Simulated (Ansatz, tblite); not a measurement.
Bond stretch in BH, singlet.

Levels: GFN2-xTB, 300 K electronic temperature (tblite); FCI = full CI/aug-cc-pVDZ, frozen core (Ansatz, a first-principles code).

Energies relative to the lowest point of each curve near equilibrium, in mEh; the last columns give the difference from FCI:

| R / Å | GFN2-xTB | FCI | GFN2-xTB − FCI |
|---|---|---|---|
| 0.98 | 25.3 | 41.7 | -16.5 |
| 1.05 | 8.1 | 20.1 | -12.0 |
| 1.11 | 1.6 | 8.9 | -7.3 |
| 1.17 | 0.0 | 2.6 | -2.6 |
| 1.20 | 0.5 | 1.0 | -0.5 |
| 1.24 | 2.2 | 0.0 | 2.2 |
| 1.29 | 5.5 | 0.4 | 5.1 |
| 1.31 | 7.1 | 0.9 | 6.2 |
| 1.36 | 11.7 | 3.1 | 8.6 |
| 1.46 | 22.6 | 10.1 | 12.5 |
| 1.56 | 34.9 | 19.2 | 15.7 |
| 1.66 | 48.1 | 29.2 | 18.8 |
| 1.89 | 78.8 | 52.5 | 26.3 |
| 2.06 | 100.4 | 68.0 | 32.3 |
| 2.23 | 120.2 | 81.6 | 38.6 |
| 2.49 | 146.1 | 98.0 | 48.1 |
| 2.74 | 165.8 | 109.3 | 56.5 |
| 3.00 | 181.1 | 117.0 | 64.1 |
| 3.32 | — | 122.4 | — |
| 3.78 | — | 125.8 | — |
| 4.41 | — | 127.1 | — |
| 5.04 | — | 127.4 | — |

GFN2-xTB is furthest from FCI at 3.00 (64.1 mEh, above); its mean absolute difference over the points is 20.8 mEh.

Dashes: no converged value, or the column stops at the first point that the program doubted or that broke a chosen test of continuity, which isn't proof of a fault.
